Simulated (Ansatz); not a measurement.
Si₂Te⁺, relaxed as a doublet with UKS r2SCAN-D4/def2-TZVP in Ansatz, starting from the r2SCAN-D4/def2-TZVP geometry of the neutral singlet. Force threshold 0.02 eV/Å.

In the def2 sets Te takes a core potential; there is no spin–orbit coupling. The structure comes from a short search, and lower isomers may exist.

Start:

Cartesian coordinates in Å:
```
Si -1.288 -0.412 -0.375
Si 0.559 1.098 -0.672
Te 0.730 -0.686 1.047
```

```
step  energy (eV)  largest force component (eV/Å)  SCF passes
   1  -23041.7960                           0.266          21
   2  -23041.8019                           0.107          29
   3  -23041.8039                           0.010          30
```

Force components are those of the run's own axes.

End:

Cartesian coordinates in Å:
```
Si -1.308 -0.432 -0.369
Si 0.582 1.115 -0.673
Te 0.726 -0.683 1.042
```

By distances, no bond broke or formed. The bond that changes most is Si1–Si2, from 2.40 to 2.46 Å (atoms count from 1).

No frequencies were taken in this run, so the end may be a saddle point.

Hardware: 2 threads of AMD EPYC 7R13 on a shared host. Wall time 8 s.
